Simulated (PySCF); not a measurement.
Compound: 1-bromo-2,2-difluoroethylene, C2HBrF2.
Cartesian coordinates in Å at the PBE0-D3(BJ)/def2-SVP level; atoms count from 1:
```
atom  x, y, z in Å
F1    -0.344    1.359    0.995
C2    -0.542    0.364    0.175
F3    -1.805    0.262   -0.149
C4     0.397   -0.457   -0.286
Br5    2.191   -0.296    0.189
H6     0.128   -1.262   -0.969
```

Computed with PBE0-D3(BJ)/def2-SVP geometry optimisation, gas phase (PySCF).

Masses are those of the commonest isotopes; rigid-rotor values at the optimised geometry. 

Question: What are A, B and C (cm⁻¹)?

Answer: Ia = 46.85, Ib = 349.00, Ic = 395.85 u·Å²; 505379 MHz·u·Å²/I gives 10788, 1448 and 1277 MHz, that is A = 0.35984, B = 0.04830, C = 0.04259 cm⁻¹.

Question: Classify the top.

Answer: A near-prolate asymmetric top. Ray's parameter κ = (2B − A − C)/(A − C) = -0.964; −1 is the prolate and +1 the oblate limit.

Question: What does the inertial defect say?

Answer: Planar: Δ = Ic − Ia − Ib = 0.00 u·Å². For a rigid frame Δ = −2 Σ m c², so it vanishes when all atoms lie in the ab plane; here none is more than 0.01 Å from it.

Question: Where do the levels up to J = 2 lie, in K?

Answer: Above 0(0,0), as E/k:
J = 1: 1(0,1) 0.131, 1(1,1) 0.579, 1(1,0) 0.587
J = 2: 2(0,2) 0.392, 2(1,2) 0.832, 2(1,1) 0.857, 2(2,1) 2.202, 2(2,0) 2.202

Question: Which lines would a microwave search look for?

Answer: The dipole components are |μa| = 0.17 D, |μb| = 0.83 D, |μc| = 0.00 D; the mirror of this Cs structure is the ab plane, so μc vanishes by symmetry and there are no c-type lines. Intensities carry the squares of the components, which stand as 0.04 : 1.00 (a : b). Some lines, for components of 0.1 D or more:

```
type  branch         J(Ka,Kc)    MHz  lower level (cm⁻¹)
   a       Q  2(1,1) ← 2(1,2)    514               0.578
   a       R  1(0,1) ← 0(0,0)   2725               0.000
   a       R  2(1,2) ← 1(1,1)   5278               0.402
   a       R  2(0,2) ← 1(0,1)   5447               0.091
   a       R  2(1,1) ← 1(1,0)   5621               0.408
   b       Q  1(1,0) ← 1(0,1)   9511               0.091
   b       Q  2(1,1) ← 2(0,2)   9685               0.273
   b       R  1(1,1) ← 0(0,0)  12064               0.000
   b       R  2(1,2) ← 1(0,1)  14618               0.091
   b       Q  2(2,0) ← 2(1,1)  28021               0.596
   b       Q  2(2,1) ← 2(1,2)  28533               0.578
   b       R  2(2,1) ← 1(1,0)  33640               0.408
   b       R  2(2,0) ← 1(1,1)  33814               0.402
```

Question: Estimate the classical rotational partition function at 10 K, 25 K and 50 K.

Answer: Point group Cs, symmetry number σ = 1; q = (√π/σ)·√((kT/h)³/(ABC)), k/h = 20836.6 MHz/K: 1190 at 10 K, 4720 at 25 K, 13300 at 50 K.

No PBE0-D3(BJ)/def2-SVP frequencies stand behind this structure, so it isn't proved a minimum. No vibrational averaging or centrifugal distortion is included, and the geometry carries the error of its method. Quadrupole hyperfine structure (79Br) is left out.

Time: 31 s of wall time; peak memory 0.38 GiB. Hardware: one thread of an Intel Xeon Platinum 8259CL at 2.50 GHz (shared host). This is the geometry optimisation.
